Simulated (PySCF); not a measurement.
Run record: geometry optimisation, `CC[AsH2]`.

Computed with PBE0-D3(BJ)/def2-SVP geometry optimisation, gas phase (PySCF 2.14.0). Start geometry: GFN2-xTB. The input is one job of a driver script: a line of settings, then coordinates in Å.

Input:
```
{"job": {"xc": "PBE0", "basis": "def2-SVP", "d3": "d3bj", "grid": 1, "maxiter": 30, "shake": 0.01, "kind": "geom"}, "charge": 0, "multiplicity": 1}
C     -0.833930     0.559580    -0.307910
C     -0.188620    -0.772300    -0.136450
As     1.626960    -0.685860     0.618420
H     -0.908320     1.100060     0.642160
H     -0.274160     1.210120    -0.992680
H     -1.857770     0.479430    -0.734440
H     -0.776840    -1.405560     0.521790
H     -0.102770    -1.279090    -1.102310
H      2.084510     0.460970    -0.231750
H      1.281380     0.311730     1.702120
```

Output:
```
step   0  E = -2315.58673511  max force = 0.015507
step   1  E = -2315.58860319  max force = 0.005273
step   2  E = -2315.58868504  max force = 0.000438
step   3  E = -2315.58868628  max force = 0.000122
optimisation converged
```

Energies in Eh; «max force» is the largest Cartesian gradient component in Eh/bohr.

Problem. Give the first gradient maximum in eV/Å.

Solution. With 1 Eh/bohr = 51.422 eV/Å, 0.797 eV/Å.

Summary of the converged run: final energy -2315.58869 Eh after 3 steps; dipole 1.09 D.

Problem. How long does this job take on Arm Neoverse N1, one thread, shared host with 64 logical CPUs at a one-minute load of 54? And the peak memory of the process?

Solution. About 20 s, with 0.40 GiB resident at the peak, the Python interpreter and its libraries included.
Labels such as C1 count atoms from 1, the log's own numbers from 0.
